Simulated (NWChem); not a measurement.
System: SrO; SMILES [O]=[Sr]

Computed with NWChem. def2 effective core potentials on Sr; no spin-orbit coupling. Each level has its own optimisation; frequencies are unscaled.

For level Hartree-Fock/def2-SVPD:

```
Quantity    Value
----------  -----
r O–Sr (Å)  1.968
```

What are these values for level Hartree-Fock/def2-TZVP?


* **r O–Sr (Å)**: 1.914
